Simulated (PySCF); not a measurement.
SMILES [CH]Cl, CAM-B3LYP/def2-SVP optimised geometry.

```
3

C     -0.73    -0.55     0.00
Cl     0.96    -0.55     0.00
H     -0.96     0.55     0.00
```

Density from CAM-B3LYP/def2-TZVP (PySCF) at that geometry.

Minimum of the electron density along straight lines between bonded atoms, close to the bond critical point (lines longer than 1.1 times the sum of covalent radii, or with two minima, are not listed):

```tsv
bond	length / Å	ρ at the minimum / e bohr⁻³	∇²ρ there / e bohr⁻⁵	position (fraction from the first atom)
C1–Cl2	1.692	___	___	0.41
C1–H3	1.117	0.279	___	0.66
```

Problem. Some entries are withheld; supply them.

Solution. 
- C1–Cl2, ρ at the minimum / e bohr⁻³: 0.221
- C1–Cl2, ∇²ρ there / e bohr⁻⁵: -0.38
- C1–H3, ∇²ρ there / e bohr⁻⁵: -1.00
